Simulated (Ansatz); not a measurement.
Gas-phase electronic energies from Ansatz, PBE0-D4/def2-TZVP geometries. CCSD(T)/CBS is the MP2 limit (def2-TZVPP, def2-QZVPP) plus CCSD(T) − MP2 in def2-TZVPP, frozen cores. Functionals use def2-TZVPP. B3LYP here is the variant with VWN-RPA as its local correlation; programs differ in this. For Se outer-core shells are correlated without core-valence functions, which leaves a few kJ/mol of doubt a bond. Scalar relativity is left out up to krypton. One conformer a species, not always the lowest.

Consider the formal exchange of groups at the Se–C bond: `[SeH]C1CCS1` + `C=C[SiH2]O` → `O[SiH2]/C=C/[SeH]` + `C1CSC1`.

```csv
level,ΔE (kJ/mol),difference from CCSD(T)/CBS
PBE-D4,-12.4,-8.1
B3LYP-D4,-8.5,-4.2
ωB97M-V,-6.2,-1.9
B2PLYP,-10.7,-6.4
B3LYP,-14.7,-10.4
MP2/def2-TZVPP,-5.3,-1.0
CCSD/def2-TZVPP,-6.6,-2.3
CCSD(T)/def2-TZVPP,-5.8,-1.5
MP2/def2-QZVPP,-4.7,-0.4
HF/CBS(def2),-10.8,-6.5
CCSD(T)/CBS,-4.3,0
```

Largest T1 diagnostic among the species: 0.011.

In def2-TZVPP, CCSD(T) changes the Hartree–Fock value by +4.3 kJ/mol (the triples alone add +0.8 kJ/mol) and MP2 by +4.8 kJ/mol. The D4 term adds +6.2 kJ/mol with B3LYP and +3.2 kJ/mol with PBE0; it sums over pairs of atoms, weighted by their polarisabilities, and B3LYP, whose exchange is more repulsive, gets the larger term.

CCSD(T)/CBS has its own doubt, a few kJ/mol and more with outer-core shells, so smaller differences from it don't rank the levels.
